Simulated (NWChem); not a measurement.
System: Si₂H₆TeO; SMILES [SiH3]O[Te][SiH3]

```xyz
10

Te    -0.6930     0.4860    -0.0308
Si     1.5383     1.6301    -0.0101
H      1.2772     2.9882    -0.5767
H      2.5172     0.8927    -0.8598
H      2.0582     1.7396     1.3826
O      0.0559    -1.2108     0.7590
Si     0.4598    -2.5185    -0.2031
H     -0.7291    -3.0435    -0.9445
H      0.9815    -3.5683     0.7182
H      1.5124    -2.1561    -1.2040
```
Atoms are numbered in this order, from 1.

Results from NWChem. Structure relaxed at the PBE0/def2-SVP level. No frequency run checked for a minimum. def2 effective core potentials on Te; no spin-orbit coupling. Total energies compare along this basis series because the functional is fixed.

```tsv
level	basis functions	energy (Ha)	highest occupied level (eV)	orbital gap (eV)	dipole (D)
PBE/def2-SVP	106	-925.2037	-5.31	2.29	1.45
PBE/def2-SVPD	154	-925.2193	-5.43	2.23	1.34
PBE/def2-TZVP	191	-925.5249	-5.44	2.25	1.33
```
